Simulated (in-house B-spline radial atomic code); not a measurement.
Configurations of Kr6+, with energies counted from [Ar] 3d10 4s2. Method: non-relativistic LC-wPBE, spin-polarised, spherical fractional occupations, exact exchange averaged over the configuration, point nucleus. Calculated with a B-spline radial code for spherical atoms. Shells without spins written out take the highest spin.

Occupations are held fixed; configurations that lie above the ionisation limit could autoionise.

```
            configuration  E - E(ref) (eV)  highest orbital  its <r> (bohr)
        [Ar] 3d10 4s1 4p1           14.273            4p up            1.49
        [Ar] 3d10 4s1 4d1           41.082            4d up            1.78
        [Ar] 3d10 4s1 4f1           63.373            4f up           2.292
        [Ar] 3d10 4s1 5d1           69.714            5d up           3.383
[Ne] 3s2 3p5 3d10 4s2 5s1           246.51            5s up            2.63
[Ne] 3s2 3p5 3d10 4s2 5d1           263.13            5d up           3.312
```

(1) Order these further configurations by energy, lowest first.
A. [Ar] 3d10 4s1 5f1
B. [Ar] 3d9 4s2 4d1
C. [Ar] 3d10 4s1 5p1
D. [Ar] 3d9 4s2 5p1
E. [Ar] 3d9 4s2 4p1

(2) How far above the reference does [Ne] 3s2 3p5 3d10 4s2 4f1 lie?

## Answers

(1) C (59.524 eV), A (79.269 eV), E (95.197 eV), B (122.83 eV), D (142.63 eV).

(2) 256.73 eV; its least bound orbital is 4f up with <r> = 2.215 bohr.
